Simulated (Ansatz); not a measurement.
## A family of molecules: the HOMO–LUMO gap

One atom is swapped for its congeners: InHF2 `[F][InH][F]`; InHClF `[F][InH][Cl]`; InHIF `[F][InH][I]`. The Br member is missing. All are singlets with charge 0.

Shapes, held fixed at every level: PBE0-D4/def2-TZVP. Programs: Ansatz 0.2.0. Values in eV.

```csv
level,InHF2,InHClF,InHIF
r2SCAN-D4/def2-TZVPP,6.15,5.58,4.53
BHLYP-D4/def2-TZVPP,10.32,9.11,7.60
PBE0-D4/def2-TZVPP,8.10,7.24,5.98
r2SCAN0-D4/def2-TZVPP,8.57,7.65,6.32
wB97M-V/def2-TZVPP,12.03,11.04,9.66
wB97X-V/def2-TZVPP,12.46,11.48,10.04
```

At wB97X-V/def2-TZVPP the HOMO–LUMO gap falls at every step, from 12.46 to 10.04 eV. Every level shows the same order. For atoms past krypton def2 sets carry core potentials with scalar relativity. Orbital gaps aren't excitation energies, and the LUMO depends on the basis.
